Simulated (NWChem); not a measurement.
System: Si₂H₄O₂; SMILES O1[SiH2]O[SiH2]1

The following NWChem deck was run.

```
start job
memory heap 200 mb stack 900 mb global 1100 mb
geometry units angstroms noautosym nocenter noautoz
  O      1.195588     0.000000     0.000000
  Si     0.000000     1.205293     0.000000
  O     -1.195588     0.000000     0.000000
  Si     0.000000    -1.205293     0.000000
  H      0.000000     2.046304    -1.225419
  H      0.000000     2.046304     1.225419
  H      0.000000    -2.046304     1.225419
  H      0.000000    -2.046304    -1.225419
end
basis spherical
  O library sto-3g
  Si library sto-3g
  H library sto-3g
end
dft
  xc hfexch
  iterations 150
end
property
  shielding 3 1 2 5
end
task dft property
```

NWChem printed, in part:

```
             Northwest Computational Chemistry Package (NWChem) 7.3.0
             --------------------------------------------------------

                             Geometry "geometry" -> ""
                             -------------------------

 Output coordinates in angstroms (scale by  1.889725989 to convert to a.u.)

  No.       Tag          Charge          X              Y              Z
 ---- ---------------- ---------- -------------- -------------- --------------
    1 O                    8.0000     1.19558800     0.00000000     0.00000000
    2 Si                  14.0000     0.00000000     1.20529300     0.00000000
    3 O                    8.0000    -1.19558800     0.00000000     0.00000000
    4 Si                  14.0000     0.00000000    -1.20529300     0.00000000
    5 H                    1.0000     0.00000000     2.04630400    -1.22541900
    6 H                    1.0000     0.00000000     2.04630400     1.22541900
    7 H                    1.0000     0.00000000    -2.04630400     1.22541900
    8 H                    1.0000     0.00000000    -2.04630400    -1.22541900

 Effective nuclear repulsion energy (a.u.)     238.9059022961

  xc_inp: hfexch multiplicative factor not found.
                              NWChem Property Module
                              ----------------------

  itol2e modified to match energy
  convergence criterion.

                                 NWChem DFT Module
                                 -----------------

 Summary of "ao basis" -> "ao basis" (spherical)
 ------------------------------------------------------------------------------
       Tag                 Description            Shells   Functions and Types
 ---------------- ------------------------------  ------  ---------------------
 O                           sto-3g                  3        5   2s1p
 Si                          sto-3g                  5        9   3s2p
 H                           sto-3g                  1        1   1s

  itol2e modified to match energy
  convergence criterion.

[...]

          -----------------------------------------
          Chemical Shielding Tensors (GIAO, in ppm)
          -----------------------------------------

                                NWChem CPHF Module
                                ------------------

  scftype          =     RHF
  nclosed          =       24
  nopen            =        0
  variables        =      192
  # of vectors     =        3
  tolerance        = 0.10D-03
  level shift      = 0.00D+00
  max iterations   =       50
  max subspace     =       30

 SCF residual:    5.7445805691333452E-006

Iterative solution of linear equations
  No. of variables      192
  No. of equations        3
  Maximum subspace       30
        Iterations       50
       Convergence  1.0D-04

   iter   nsub   residual    time
   ----  ------  --------  ---------
     1      3    2.93D+00       1.3
     2      6    1.56D-01       1.3
     3      9    2.92D-02       1.4
     4     12    4.50D-03       1.5
     5     15    6.49D-04       1.5
     6     18    1.29D-04       1.6
     7     21    8.23D-06       1.7

      Atom:    1  O
        Diamagnetic
    383.0017     -0.0000      0.0000
     -0.0000    397.1635      0.0000
      0.0000      0.0000    351.6557

        Paramagnetic
    191.3288      0.0000     -0.0000
      0.0000    128.2697      0.0000
     -0.0000      0.0000     16.0234

        Total Shielding Tensor
    574.3306      0.0000     -0.0000
      0.0000    525.4332      0.0000
     -0.0000      0.0000    367.6791

           isotropic =     489.1476
          anisotropy =     127.7744

          Principal Components and Axis System
                 1           2           3
              574.3306    525.4332    367.6791

      1         1.0000      0.0000     -0.0000
      2         0.0000      1.0000      0.0000
      3        -0.0000      0.0000      1.0000

      Atom:    2  Si
        Diamagnetic
    867.4759     -0.0000      0.0000
     -0.0000    872.3560      0.0000
      0.0000      0.0000    861.5737

        Paramagnetic
   -217.2910     -0.0000      0.0000
     -0.0000   -305.7600     -0.0000
      0.0000     -0.0000   -444.7351

        Total Shielding Tensor
    650.1849     -0.0000      0.0000
     -0.0000    566.5960     -0.0000
      0.0000     -0.0000    416.8386

           isotropic =     544.5398
          anisotropy =     158.4676

          Principal Components and Axis System
                 1           2           3
              650.1849    566.5960    416.8386

      1         1.0000      0.0000      0.0000
      2        -0.0000      1.0000      0.0000
      3         0.0000      0.0000      1.0000

      Atom:    3  H
        Diamagnetic
     26.9590     -0.0000      0.0000
     -0.0000     33.5816     -7.0236
      0.0000     -7.0236     35.2610

        Paramagnetic
      0.4922      0.0000     -0.0000
      0.0000     -1.0372      2.0974
     -0.0000      2.0974     -3.8142

        Total Shielding Tensor
     27.4513      0.0000     -0.0000
      0.0000     32.5444     -4.9262
     -0.0000     -4.9262     31.4467

           isotropic =      30.4808
          anisotropy =       9.7072

          Principal Components and Axis System
                 1           2           3
               36.9522     27.4513     27.0389

      1         0.0000      1.0000      0.0000
      2         0.7452     -0.0000      0.6668
      3        -0.6668     -0.0000      0.7452
```

Level: Hartree-Fock/STO-3G, GIAO. STO-3G and 3-21G are far too small for this property and stand as cheap habits. All runs use the structure optimised with PBE0/def2-SVP. The output numbers the shielded atoms by their place in the input's list. The printed shielding anisotropy is the first printed principal value minus the mean of the other two.
